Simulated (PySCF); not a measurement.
## `C=C/C=C\c1ccncc1`: 4 charge schemes on one density

C9H9N.
Numbering: `[CH2:1]=[CH:2]/[CH:3]=[CH:4]\[c:5]1[cH:6][cH:7][n:8][cH:9][cH:10]1` (hydrogens: H11, H12 on C1; H13 on C2; H14 on C3; H15 on C4; H16 on C6; H17 on C7; H18 on C9; H19 on C10)

Geometry (PBE0-D3(BJ)/def2-SVP, Å), atoms numbered from 1 in this order:
```xyz
19
C9H9N angstrom
C      2.2369    0.9710    2.6124
C      1.4006    0.7042    1.5973
C      1.8490    0.2520    0.2930
C      1.0860   -0.1272   -0.7553
C     -0.3728   -0.2631   -0.8116
C     -1.1518   -0.7380    0.2549
C     -2.5321   -0.8403    0.0975
N     -3.1779   -0.5190   -1.0205
C     -2.4424   -0.0871   -2.0429
C     -1.0582    0.0487   -1.9958
H      3.3179    0.8315    2.5111
H      1.8689    1.3343    3.5745
H      0.3268    0.8607    1.7390
H      2.9339    0.2652    0.1379
H      1.6030   -0.3370   -1.6977
H     -0.6850   -1.0599    1.1871
H     -3.1467   -1.2132    0.9254
H     -2.9846    0.1658   -2.9616
H     -0.5115    0.4064   -2.8717
```

Density: PBE0/pcSseg-1 (PySCF); schemes: Mulliken, IAO, Hirshfeld and ESP-fitted. One conformer (not necessarily the lowest) at the PBE0-D3(BJ)/def2-SVP geometry, without solvent, vibrations or thermal averaging.

Task: Which atoms carry the highest charge in the Mulliken, IAO, Hirshfeld and ESP-fitted schemes?

Result: The schemes don't all agree: Mulliken C7 (+0.162); IAO H16 (+0.156); Hirshfeld H19 (+0.053); ESP-fitted C5 (+0.922).

Task: Which atoms carry the lowest charge in the Mulliken, IAO, Hirshfeld and ESP-fitted schemes?

Result: The schemes don't all agree: Mulliken N8 (-0.411); IAO C1 (-0.294); Hirshfeld N8 (-0.167); ESP-fitted C10 (-0.823).

Task: For which atoms does the sign change between the 4 schemes (beyond +0.03 e in one, beyond −0.03 e in another)?

Result: C3 and C5. Atomic charges aren't observables, and each scheme defines them in its own way.

Task: Tabulate the Mulliken, IAO, Hirshfeld and ESP-fitted charges.

Result: In e:

```
atom                          environment  Mulliken     IAO  Hirshfeld  ESP-fitted
  C1                 terminal =CH2 carbon    -0.151  -0.294     -0.087      -0.434
  C2                     alkene CH carbon    -0.196  -0.141     -0.046      -0.128
  C3                     alkene CH carbon    -0.108  -0.133     -0.039      +0.032
  C4                     alkene CH carbon    -0.039  -0.158     -0.045      -0.613
  C5          substituted aromatic carbon    -0.121  +0.022     +0.013      +0.922
  C6                   aromatic CH carbon    -0.159  -0.185     -0.053      -0.814
  C7  aromatic CH next to a ring nitrogen    +0.162  -0.009     +0.015      +0.550
  N8               pyridine-type nitrogen    -0.411  -0.280     -0.167      -0.732
  C9  aromatic CH next to a ring nitrogen    +0.159  -0.009     +0.015      +0.566
 C10                   aromatic CH carbon    -0.150  -0.181     -0.055      -0.823
 H11                     vinylic hydrogen    +0.122  +0.145     +0.048      +0.189
 H12                     vinylic hydrogen    +0.127  +0.155     +0.051      +0.191
 H13                     vinylic hydrogen    +0.137  +0.149     +0.044      +0.165
 H14                     vinylic hydrogen    +0.108  +0.149     +0.050      +0.138
 H15                     vinylic hydrogen    +0.113  +0.153     +0.049      +0.213
 H16                    aromatic hydrogen    +0.104  +0.156     +0.050      +0.258
 H17                    aromatic hydrogen    +0.109  +0.153     +0.051      +0.036
 H18                    aromatic hydrogen    +0.110  +0.154     +0.052      +0.031
 H19                    aromatic hydrogen    +0.085  +0.153     +0.053      +0.254
```

Mean size of the charges over all atoms: ESP-fitted 0.373 e, IAO 0.146 e, Mulliken 0.141 e, Hirshfeld 0.052 e. Each set sums to the total charge, 0, to within 0.001 e. The Hirshfeld scheme weights the molecular density at each point by an atom's share of the summed free-atom densities.

Task: Sum the charges by element, for elements with more than one atom.

Result: 
```json
{"element": "C", "atoms": "9", "Mulliken": "-0.604", "IAO": "-1.088", "Hirshfeld": "-0.282", "ESP-fitted": "-0.742"}
{"element": "H", "atoms": "9", "Mulliken": "+1.015", "IAO": "+1.368", "Hirshfeld": "+0.449", "ESP-fitted": "+1.474"}
```

Task: How many electrons does the IAO scheme count on C1?

Result: Z − q = 6 − (-0.294) = 6.294.

Task: How closely do the schemes follow one another over all atoms?

Result: Correlation coefficient and root-mean-square difference: IAO with Hirshfeld 0.95, 0.106 e; Mulliken with Hirshfeld 0.92, 0.105 e; Mulliken with IAO 0.85, 0.089 e; Hirshfeld with ESP-fitted 0.70, 0.431 e; IAO with ESP-fitted 0.67, 0.382 e; Mulliken with ESP-fitted 0.63, 0.391 e.

These values come from a run that also computed NMR shieldings. On Arm Neoverse V2, one thread, shared host, this took 35 s wall.
